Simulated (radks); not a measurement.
Values are calculated unless marked as measured or tabulated.
All-electron atom: Tc III in [Kr] 4d4 4f1 (not the ground configuration). Level of theory: scalar-relativistic Kohn-Sham, exchange-only r2SCAN, spin-polarised, spherical densities, finite nucleus; open shells are filled with parallel spins first (spin-orbit coupling, left out, can overturn this in heavy ions); meta-GGA in the generalised Kohn-Sham scheme; Fermi nuclear charge, rms radius 4.4112 fm (a radial shooting solver on a logarithmic mesh with Libxc functionals).

Local quantities along the radius. ELF = 1/(1 + alpha^2) is the electron localisation function; alpha = (tau - tau_W)/tau_unif compares the Pauli kinetic energy density with that of the uniform gas (summed over spins); r v_xc is r times the local exchange-correlation potential of spin up (hartree bohr, multiplicative part alone); s = |grad rho|/(2 (3 pi^2)^(1/3) rho^(4/3)) is the reduced gradient. tau is taken from the large components.

r (bohr)    ELF    alpha    r v_xc       s
0.002936  0.999  0.02386   -0.1643  0.5136
0.003979  0.999  0.02652   -0.2030  0.4945
0.005393  0.999  0.03111   -0.2516  0.4887
0.007367  0.998  0.03932   -0.3128  0.4966
0.009984  0.997  0.05400   -0.3830  0.5189
0.01353   0.993  0.08310   -0.4620  0.5585
0.01834   0.979   0.1475   -0.5482  0.6183
0.02505   0.910   0.3143   -0.6415  0.6956
0.03395   0.653   0.7289   -0.6309  0.7393
0.04602   0.341    1.389   -0.5844  0.6149
0.06237   0.370    1.304   -0.7065  0.3511
0.0852    0.663   0.7123   -0.9640  0.2986
0.1155    0.768   0.5503    -1.063  0.4342
0.1565    0.529   0.9432   -0.9919  0.5714
0.2121    0.286    1.578   -0.9111  0.3631
0.2898    0.613   0.7943    -1.342  0.2205
0.3927    0.778   0.5335    -1.407  0.4361
0.5322    0.519   0.9626    -1.076  0.7602
0.7213    0.189    2.070    -1.045  0.5249
0.9854    0.701   0.6539    -1.377  0.3381
1.335     0.757   0.5664    -1.349  0.6661
1.81      0.473    1.055   -0.9704   1.187
2.453     0.107    2.886   -0.5485   1.968
3.351     0.011    9.467   -0.4866   1.692
4.542     0.016    7.914   -0.4528  0.8380
6.155     0.019    7.227   -0.4506   1.444
8.342     0.008    11.33   -0.3850   3.252
11.4      0.001    39.20   -0.2064   9.959
15.44     0.000    361.4  -0.05395   45.11

On this mesh the ELF has minima near r = 0.054, 0.21, 0.72 bohr, which separate the shells, and maxima near 0.12 (0.77), 0.39 (0.78), 1.1 (0.79).
